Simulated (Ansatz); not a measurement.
The cluster B3P2 was relaxed with PBE-D4 (def2-SVP) in Ansatz in these states: charge +1 singlet, neutral doublet, neutral quartet. The geometries follow in no particular order.

A:

Cartesian coordinates in Å:
```
B -0.2215 -0.0366 1.1834
B -0.1683 0.4254 -0.5672
B 0.6323 -1.0043 0.2040
P -0.5408 1.6856 0.7481
P 0.2982 -1.0701 -1.5683
```

B:

```xyz
5

B    -0.202    1.024   -0.629
B     0.157   -0.619   -0.096
B    -0.252    0.771    0.909
P     0.356   -0.251   -1.916
P    -0.058   -0.924    1.733
```

C:

```xyz
5

B    -0.9208   -0.5688    0.5031
B     0.6483   -0.1020   -0.0742
B    -0.7922    0.8383   -0.3069
P     0.3829   -1.7191    0.8803
P     0.6818    1.5516   -1.0023
```

Judge from the bond lengths which geometry belongs to which state (an estimate).

A is the charge +1 singlet (B3–P5 1.805 Å, B1–P4 1.805 Å, B1–B2 1.811 Å); B is the neutral quartet (B3–P5 1.895 Å, B1–P4 1.895 Å, B1–B2 1.764 Å); C is the neutral doublet (B3–P5 1.779 Å, B1–P4 1.779 Å, B1–B2 1.736 Å).

A triplet lies near this restricted singlet, and broken spin symmetry wasn't tried. At PBE0-D4/def2-TZVP a triplet lies 0.27 eV below the charge +1 singlet. At PBE0-D4/def2-TZVP a doublet lies 1.62 eV below the neutral quartet. These are the stationary points nearest to one start from a short search; other shapes may lie lower in each state.
